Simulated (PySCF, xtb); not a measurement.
Cl2Se, SMILES [Se](Cl)Cl (connectivity only; charge and spin as stated), charge +1, multiplicity 2.

Harmonic wavenumbers (cm⁻¹) from GFN2-xTB in xtb at its own minimum, in rising order: 161, 380, 407.

Problem. What does PySCF 2.14.0 with TPSSh-D3(BJ)/def2-TZVP give at its own minimum? (An estimate is asked for; the answer gives what the named calculation found.)

Solution. 176, 462, 473. Paired by order, the mean absolute difference is 55 cm⁻¹ and the zero-point energies are 1.4 and 1.6 kcal/mol.
